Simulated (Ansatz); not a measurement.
`[OH][AlH][O]CF` and `FCO[SiH2]F` differ in one atom or group.

Ansatz, PBE0-D4/def2-TZVP geometries, multiplicity 1. Each molecule was computed in one conformer, which needn't be the lowest.

```json
{"property": "HOMO–LUMO gap (PBE0/def2-TZVPP) / eV", "`[OH][AlH][O]CF`": "8.27"}
{"property": "LUMO energy (B3LYP/def2-TZVPP) / eV", "`[OH][AlH][O]CF`": "-0.51"}
{"property": "HOMO energy (ωB97M-V/def2-TZVPP) / eV", "`[OH][AlH][O]CF`": "-10.97"}
{"property": "HOMO energy (B3LYP/def2-TZVPP) / eV", "`[OH][AlH][O]CF`": "-8.32"}
{"property": "size of the dipole moment (PBE/def2-TZVPP) / D", "`[OH][AlH][O]CF`": "1.48"}
{"property": "size of the dipole moment (B3LYP/def2-TZVPP) / D", "`[OH][AlH][O]CF`": "1.59"}
```

(1) Give the same properties after the change, and the shifts. (Estimate.)

Results:

(1) Computed: 
| property | `FCO[SiH2]F` | shift |
| --- | --- | --- |
| HOMO–LUMO gap (PBE0/def2-TZVPP) / eV | 9.72 | 1.45 |
| LUMO energy (B3LYP/def2-TZVPP) / eV | 0.19 | 0.70 |
| HOMO energy (ωB97M-V/def2-TZVPP) / eV | -11.67 | -0.70 |
| HOMO energy (B3LYP/def2-TZVPP) / eV | -9.04 | -0.72 |
| size of the dipole moment (PBE/def2-TZVPP) / D | 0.99 | -0.49 |
| size of the dipole moment (B3LYP/def2-TZVPP) / D | 1.05 | -0.54 |

With PBE0 the HOMO falls by 0.72 eV and the LUMO rises by 0.73 eV, so the gap widens by about 1.45 eV. PBE moves the HOMO by -0.65 eV and ωB97M-V by -0.70 eV. Dipoles are sizes alone; their direction can turn.

B3LYP here is the variant with VWN-RPA as its local correlation; programs differ in this.
